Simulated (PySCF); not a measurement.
Input for PySCF: D3(BJ) and D4 dispersion corrections on ClHSSn (SMILES [SH][Sn][Cl]), a point of a torsion scan.

```python
from pyscf import gto
from pyscf.dispersion import dftd3, dftd4

mol = gto.M(
    atom='''
    S    -1.37672660    0.46111357    0.49159952
    Sn    0.87275619    0.93821439   -0.38006654
    Cl    1.36494662    2.81152574    0.96695287
    H    -1.65964858   -0.59528969   -0.26494783
    ''',
    basis='def2-svp',
    charge=0, spin=0, verbose=0, max_memory=1800)
d3, d4 = {}, {}
for xc in ['hf', 'pbe', 'blyp', 'revpbe', 'tpss', 'r2scan', 'b3lyp', 'pbe0', 'bhlyp', 'camb3lyp', 'b2plyp']:
    d3[xc] = float(dftd3.DFTD3Dispersion(mol, xc=xc, version='d3bj', atm=False).get_dispersion()['energy'])
    print(f'D3(BJ) {xc:10s} {d3[xc]:14.8f} Eh')
for xc in ['hf', 'pbe', 'blyp', 'revpbe', 'tpss', 'r2scan', 'b3lyp', 'pbe0', 'bhlyp', 'camb3lyp', 'b2plyp']:
    d4[xc] = float(dftd4.DFTD4Dispersion(mol, xc={'camb3lyp': 'cam-b3lyp'}.get(xc, xc), atm=True).get_dispersion()['energy'])
    print(f'D4     {xc:10s} {d4[xc]:14.8f} Eh')
```

The log:

```
D3(BJ) hf            -0.03820893 Eh
D3(BJ) pbe           -0.00430423 Eh
D3(BJ) blyp          -0.01061768 Eh
D3(BJ) revpbe        -0.00960072 Eh
D3(BJ) tpss          -0.00585499 Eh
D3(BJ) r2scan        -0.00115923 Eh
D3(BJ) b3lyp         -0.00905991 Eh
D3(BJ) pbe0          -0.00417049 Eh
D3(BJ) bhlyp         -0.00870602 Eh
D3(BJ) camb3lyp      -0.00458992 Eh
D3(BJ) b2plyp        -0.00510486 Eh
D4     hf            -0.01436428 Eh
D4     pbe           -0.00472070 Eh
D4     blyp          -0.00994340 Eh
D4     revpbe        -0.01053694 Eh
D4     tpss          -0.00627415 Eh
D4     r2scan        -0.00095245 Eh
D4     b3lyp         -0.00787634 Eh
D4     pbe0          -0.00402886 Eh
D4     bhlyp         -0.00786856 Eh
D4     camb3lyp      -0.00426304 Eh
D4     b2plyp        -0.00321970 Eh
```

The run finished.

Cost: roughly 0.020 core-seconds.
